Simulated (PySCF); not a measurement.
1-chloro-1-fluorobuta-1,2-diene (C4H4ClF), SMILES C(C)=C=C(F)Cl.

Coordinates come from a B3LYP-D3(BJ)/def2-SVP optimisation.

Computed with PySCF with PBE/def2-TZVP.

Isolated molecule, no solvent.

### Question
Estimate the frontier levels, gap, dipole moment and polarisability. (Estimate from the structure and the level; the computed values follow.)

### Answer

```json
{
  "highest_occupied_level": "-6.01 eV",
  "lowest_empty_level": "-1.89 eV",
  "orbital_gap": "4.11 eV",
  "dipole_moment": "2.47 D",
  "quadrupole, principal values (traceless, Buckingham form, about the centre of nuclear charge)": "-4.41, -1.06, 5.46 D·Å",
  "mean_static_polarisability": "67.5 bohr³ (10.01 Å³)",
  "polarisability_principal_values": "45.4, 51.4, 105.8 bohr³"
}
```
